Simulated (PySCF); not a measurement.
Isomers of C5H7FO2, one conformer each; single-point electronic energies without zero-point terms and without any empirical dispersion term.

All values: PBE0/pcSseg-1 (PySCF, non-relativistic), each on one gas-phase PBE0-D3(BJ)/def2-SVP geometry that isn't relaxed in the solvent. The solvent is an IEF-PCM continuum (cavity from Bondi-type radii × 1.2). Specific hydrogen bonds and non-electrostatic terms are outside this model.

```
            isomer  relative energy, gas (kJ/mol)  dipole (D)
`CO/C(C)=C\C(=O)F`                            0.0        6.47
`C/C=C(/OC)C(=O)F`                           23.5        4.15
```

How do the relative energies look in dichloromethane (ε = 8.93)?

| isomer | relative energy, solvent (kJ/mol) | E(solvent) − E(gas) (kJ/mol) | dipole in solvent (D) |
| --- | --- | --- | --- |
| `CO/C(C)=C\C(=O)F` | 0.0 | -36.7 | 8.03 |
| `C/C=C(/OC)C(=O)F` | 40.4 | -19.8 | 5.07 |

The order is unchanged. Conformers: `[CH3:1][O:2]/[C:3]([CH3:4])=[CH:5]\[C:6](=[O:7])[F:8]` with C1–O2–C3–C4 3°, C3–C5–C6–O7 -2°; `[CH3:1]/[CH:2]=[C:3](/[O:4][CH3:5])[C:6](=[O:7])[F:8]` with C2–C3–O4–C5 1°, C2–C3–C6–O7 -1°. `CO/C(C)=C\C(=O)F` gains most from the continuum, and it has the largest gas-phase dipole. The gains span 16.9 kJ/mol, the gas-phase energies 23.5 kJ/mol.
